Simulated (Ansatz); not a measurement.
Calculated with Ansatz (gas phase, PBE0-D4/def2-TZVP geometries, no zero-point term in ΔE). CCSD(T)/CBS is the MP2 limit (def2-TZVPP, def2-QZVPP) plus CCSD(T) − MP2 in def2-TZVPP, frozen cores. This one scheme is used for every species. Functionals use def2-TZVPP. HSE06 is defined as in plane-wave codes. One conformer a species, not always the lowest.

Reaction (silylene formation by 1,1-elimination): `N[SiH2]B(N)O` → `NB(N)O` + `[SiH2]`

| level | ΔE (kJ/mol) |
| --- | --- |
| HSE06-D4 | 199.0 |
| CCSD(T)/def2-SVP | 159.4 |

Q: What does CCSD(T)/CBS give? (Estimate.)

A: Ansatz gave: +184.5 kJ/mol. The listed levels differ from it by 14.5, -25.1 kJ/mol.

Largest T1 diagnostic among the species: 0.014.

From BLYP to BHLYP (50 % exact exchange), in def2-TZVPP and without D4, ΔE moves by +11.7 kJ/mol. The D4 term adds +13.5 kJ/mol with B3LYP and +7.4 kJ/mol with PBE0; it sums over pairs of atoms, weighted by their polarisabilities, and B3LYP, whose exchange is more repulsive, gets the larger term. Leaving LDA and LC-ωPBE aside and taking each functional with its dispersion term where it has one, the values, not all of them listed here, spread over 28.5 kJ/mol, from BLYP-D4 to r2SCAN-D4. LDA lies +27.7 kJ/mol from PBE without D4.

CCSD(T)/CBS has its own doubt, a few kJ/mol and more with outer-core shells, so smaller differences from it don't rank the levels.

B3LYP here is the variant with VWN-RPA as its local correlation; programs differ in this.
